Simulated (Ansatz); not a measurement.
CH3NS, SMILES `NC=S` (charge 0, multiplicity 1).

Calculation: Ansatz (a program for electronic structure) with frozen-core CCSD(T)/cc-pVQZ // PBE0-D3(BJ)/def2-TZVP.

Ansatz 0.2 input:
```yaml
crystal:
  periodic: [false, false, false]
  atoms:
    - { symbol: N, position_ang: [-0.721957, 0.040803, -0.096236] }
    - { symbol: C, position_ang: [0.59518, 0.061513, 0.115816] }
    - { symbol: S, position_ang: [1.634537, -1.156362, -0.189724] }
    - { symbol: H, position_ang: [-1.302633, 0.832805, 0.1171] }
    - { symbol: H, position_ang: [-1.144897, -0.789151, -0.479746] }
    - { symbol: H, position_ang: [0.939769, 1.01039, 0.532792] }
basis:
  gaussian: { orbitals: cc-pVQZ }
correlation:
  method: ccsd_t
```

Output:

```
Functional definition: HF
1527 factors; integrals over basis functions are off by at most 8.8e-4 eV
mean field evaluation 1: about -13376.8477 eV, gradient 2.6e1 eV
mean field evaluation 2: about -13376.8491 eV, gradient 2.6e1 eV
mean field evaluation 4: about -13378.5123 eV, gradient 3.2e0 eV
mean field evaluation 8: about -13378.5473 eV, gradient 4.7e-4 eV
mean field evaluation 16: about -13378.5109 eV, gradient 3.2e0 eV
mean field -13378.54734074 eV, -491.6525464671 hartree, gradient 2.3e-6 eV, S^2 0.000000; 0 other end points of the search recorded, 0 dependent functions left out
7 core orbitals not correlated
reference -13378.54734074 eV, -491.6525464671 hartree; 9, 9 occupied and 243, 243 virtual orbitals, 1527 factors
second order -15.86409864 eV of doubles, -0.00000000 eV of singles
cycle   1  -15.86755260 eV  change   -3.5e-3 eV  update   1.0e-1
cycle   2  -16.26826850 eV  change   -4.0e-1 eV  update   3.1e-2
cycle   3  -16.37465906 eV  change   -1.1e-1 eV  update   1.9e-2
cycle   4  -16.36134317 eV  change    1.3e-2 eV  update   6.0e-3
cycle   5  -16.35910778 eV  change    2.2e-3 eV  update   3.1e-3
cycle   6  -16.35997846 eV  change   -8.7e-4 eV  update   9.4e-4
cycle   7  -16.35954226 eV  change    4.4e-4 eV  update   4.9e-4
cycle   8  -16.35957052 eV  change   -2.8e-5 eV  update   1.9e-4
cycle   9  -16.35966765 eV  change   -9.7e-5 eV  update   7.7e-5
cycle  10  -16.35965346 eV  change    1.4e-5 eV  update   2.9e-5
cycle  11  -16.35965435 eV  change   -8.9e-7 eV  update   7.9e-6
perturbative correction -0.83665320 eV, -0.0307464380 hartree
Total energy: -13395.74364829 eV, -492.2844991136 hartree
```
